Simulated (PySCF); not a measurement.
# Mo⁺ (molybdenum, charge +1): UHF calculation

Configuration: [Kr] 4d5, high-spin 6S determinant. All numbers are calculated (PySCF 2.14, scalar relativity by spin-free X2C-1e, in x2c-SVPall (6s5p5d1f, 53 functions)).

```json
{"Total energy": "-4045.594871 hartree", "One-electron energy": "-5573.8851 hartree", "Hartree (Coulomb) energy": "1650.9002 hartree", "Exchange energy": "-122.6100 hartree", "⟨S²⟩": "8.7524", "⟨L²⟩": "0.000", "Sum of ⟨r⟩": "27.65 bohr", "Sum of ⟨r²⟩": "37.81 bohr²", "Langevin diamagnetic susceptibility": "-29.9 ×10⁻⁶ cm³/mol", "Time after the integrals": "0.19 s of wall time on 1 thread of Intel(R) Xeon(R) 6975P-C (shared host)"}
```

```json
{"shell": "1s β", "electrons": "1", "mean orbital energy (hartree)": "-739.13192", "rms radius, mean of both spins (bohr)": "0.0404"}
{"shell": "1s α", "electrons": "1", "mean orbital energy (hartree)": "-739.13105", "rms radius, mean of both spins (bohr)": "0.0404"}
{"shell": "2s α", "electrons": "1", "mean orbital energy (hartree)": "-107.37053", "rms radius, mean of both spins (bohr)": "0.166"}
{"shell": "2s β", "electrons": "1", "mean orbital energy (hartree)": "-107.33770", "rms radius, mean of both spins (bohr)": "0.166"}
{"shell": "2p α", "electrons": "3", "mean orbital energy (hartree)": "-95.84061", "rms radius, mean of both spins (bohr)": "0.148"}
{"shell": "2p β", "electrons": "3", "mean orbital energy (hartree)": "-95.80876", "rms radius, mean of both spins (bohr)": "0.148"}
{"shell": "3s α", "electrons": "1", "mean orbital energy (hartree)": "-19.66985", "rms radius, mean of both spins (bohr)": "0.456"}
{"shell": "3s β", "electrons": "1", "mean orbital energy (hartree)": "-19.65184", "rms radius, mean of both spins (bohr)": "0.456"}
{"shell": "3p α", "electrons": "3", "mean orbital energy (hartree)": "-15.77329", "rms radius, mean of both spins (bohr)": "0.462"}
{"shell": "3p β", "electrons": "3", "mean orbital energy (hartree)": "-15.75171", "rms radius, mean of both spins (bohr)": "0.462"}
{"shell": "3d α", "electrons": "5", "mean orbital energy (hartree)": "-9.43760", "rms radius, mean of both spins (bohr)": "0.453"}
{"shell": "3d β", "electrons": "5", "mean orbital energy (hartree)": "-9.38726", "rms radius, mean of both spins (bohr)": "0.453"}
{"shell": "4s α", "electrons": "1", "mean orbital energy (hartree)": "-3.26349", "rms radius, mean of both spins (bohr)": "1.19"}
{"shell": "4s β", "electrons": "1", "mean orbital energy (hartree)": "-3.03807", "rms radius, mean of both spins (bohr)": "1.19"}
{"shell": "4p α", "electrons": "3", "mean orbital energy (hartree)": "-2.16128", "rms radius, mean of both spins (bohr)": "1.34"}
{"shell": "4p β", "electrons": "3", "mean orbital energy (hartree)": "-1.85714", "rms radius, mean of both spins (bohr)": "1.34"}
{"shell": "4d α", "electrons": "5", "mean orbital energy (hartree)": "-0.60151", "rms radius, mean of both spins (bohr)": "2.02"}
```

Densities and radii are taken from the X2C orbitals without a picture-change correction, which distorts them close to the nucleus.
